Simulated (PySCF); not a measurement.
Ga(H)2(F)(OH2), H4FGaO, singlet (CAM-B3LYP/def2-SVP optimised geometry):

```
7

Ga    -1.275    -0.201     0.000
H     -1.656    -1.312    -1.026
H     -1.655     1.312     0.000
F     -0.923    -0.842     1.639
O      0.834    -0.201     0.000
H      0.988    -0.551     0.894
H      1.656    -0.019    -0.469
```

Calculation: CAM-B3LYP/def2-TZVP (PySCF).

Problem. What are the frontier orbital energies and the dipole moment?

Solution. HOMO-2 -11.73 eV, HOMO-1 -11.33 eV, HOMO -9.46 eV, LUMO 0.48 eV, LUMO+1 1.44 eV; dipole moment 4.13 D.

On the same geometry PBE/def2-TZVP run with PySCF gives HOMO-2 -8.18 eV, HOMO-1 -8.11 eV, HOMO -6.68 eV, LUMO -1.16 eV, LUMO+1 -0.25 eV; dipole moment 3.99 D.

Meta-Löwdin charges at CAM-B3LYP/def2-TZVP: Ga1 0.58, H2 -0.10, H3 -0.10, F4 -0.57, O5 -0.58, H6 0.38, H7 0.37.
